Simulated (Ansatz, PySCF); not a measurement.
BeH₂, SMILES [BeH2]. Atoms are numbered in the order given.

```xyz
3

Be     0.0000     0.0000     0.0000
H      0.0000     0.0000    -1.3362
H      0.0000     0.0000     1.3362
```

The structure is a stationary point at PBE0-D3(BJ)/def2-TZVPD. The isomer is the one that the SMILES or the coordinates give; other isomers of the formula were not compared.

Two levels are set side by side: PBE-D3(BJ)/def2-TZVPD (Ansatz, a quantum-chemistry and plane-wave program) and PBE0-D3(BJ)/def2-TZVPD (Ansatz). Each level has its own optimised geometry; the coordinates shown are those of the second. Frequencies come from the Hessian of PySCF at each geometry. Differences are taken from unrounded values.

| quantity | PBE0-D3(BJ) |
|---|---|
| mean bond length (Å) | 1.336 |
| bond Be1–H2 (Å) | 1.336 |
| bond Be1–H3 (Å) | 1.336 |
| highest harmonic wavenumber (cm⁻¹) | 2233 |
| mean harmonic wavenumber (cm⁻¹) | 1419 |
| zero-point energy (kcal/mol) | 8.11 |

### Question
What does PBE-D3(BJ) give, and how far is it from PBE0-D3(BJ)? (The exact figures need the calculation; the answer reports its results.)

### Answer

```tsv
quantity	PBE-D3(BJ)	PBE-D3(BJ) minus PBE0-D3(BJ)
mean bond length (Å)	1.341	0.005
bond Be1–H2 (Å)	1.341	0.005
bond Be1–H3 (Å)	1.341	0.005
highest harmonic wavenumber (cm⁻¹)	2195	-38
mean harmonic wavenumber (cm⁻¹)	1397	-22
zero-point energy (kcal/mol)	7.99	-0.13
```

Exact exchange shortens and stiffens bonds; PBE has none. Differences between two approximate levels are no errors against the true value.
